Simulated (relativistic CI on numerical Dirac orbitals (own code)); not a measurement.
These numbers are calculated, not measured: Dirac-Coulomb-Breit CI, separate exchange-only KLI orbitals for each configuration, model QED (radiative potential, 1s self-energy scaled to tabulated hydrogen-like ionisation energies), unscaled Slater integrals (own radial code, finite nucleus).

Configurations in the expansion (outside the closed core [Ar] 3d10): 4s2.4p6.4d2, 4s2.4p6.4d.5s, 4s2.4p6.4d.4f, 4s2.4p5.4d3, 4s2.4p6.4d.5p, 4s2.4p6.4f2, 4s2.4p6.4d.5d, 4s2.4p6.5s2, 4s.4p6.4d3, 4s2.4p6.4d.6s, 4s2.4p5.4d2.4f, 4s2.4p6.4d.6p, 4s2.4p6.5s.5p, 4s2.4p6.4d.5f, 4s2.4p6.4d.6d, 4s2.4p6.4d.5g, 4s2.4p6.4d.7s, 4s2.4p6.4d.7p, 4s2.4p6.5p2, 4s2.4p6.4f.5s, 4s2.4p6.4d.6f, 4s2.4p5.4d2.5s, 4s.4p6.4d2.4f, 4s2.4p6.4f.5p, 4s2.4p5.4d2.5p, 4s2.4p5.4d2.5d, 4s2.4p5.4d2.6s, 4s2.4p5.4d2.6p, 4p6.4d4, 4p5.4d5. Double excitations out of closed p, d and f shells are left out; levels of such configurations are missing from the list, as are those of other unlisted configurations, and high levels can miss mixing partners. These lack a partner that the ground configuration has and come out too high: 4s2.4p5.4d2.4f, 4s2.4p5.4d2.5s, 4s.4p6.4d2.4f, 4s2.4p5.4d2.5p, 4s2.4p5.4d2.5d.

At this charge configurations can still be misplaced by up to about 7 % of their energy. Terms inside the open d or f shell come out 10 to 20 % too wide with unscaled integrals.

Outline of the computed level scheme of Ru VII. Lowest level of each configuration: 4s2.4p6.4d2 3F_2 at 0.0000 eV; 4s2.4p6.4d.5s 3D_1 at 24.4939 eV; 4s2.4p6.4d.5p 1D°_2 at 33.6721 eV; 4s2.4p5.4d3 5S°_2 at 42.5886 eV; 4s2.4p6.4d.4f 3G°_3 at 43.0426 eV.

Some strong electric-dipole decays among the lowest 45 levels: 4s2.4p6.4d.5p 1F°_3 → 4s2.4p6.4d2 1G_4 (1.9e+10 s⁻¹); 4s2.4p6.4d.5p 3D°_1 → 4s2.4p6.4d2 3F_2 (1.5e+10 s⁻¹); 4s2.4p6.4d.5p 3P°_0 → 4s2.4p6.4d2 3P_1 (1.2e+10 s⁻¹); 4s2.4p6.4d.5p 3F°_3 → 4s2.4p6.4d2 3F_4 (9.7e+09 s⁻¹); 4s2.4p6.4d.5p 3D°_2 → 4s2.4p6.4d2 3F_3 (9.1e+09 s⁻¹); 4s2.4p6.4d.4f 3G°_5 → 4s2.4p6.4d2 3F_4 (6.3e+09 s⁻¹); 4s2.4p6.4d.5p 3F°_4 → 4s2.4p6.4d2 3F_4 (5.7e+09 s⁻¹); 4s2.4p6.4d.4f 3G°_4 → 4s2.4p6.4d2 3F_3 (5.4e+09 s⁻¹).

LS names give the leading component of a level, which can be under half, so a name can repeat, a term be missing and a line seem to break the LS rules.
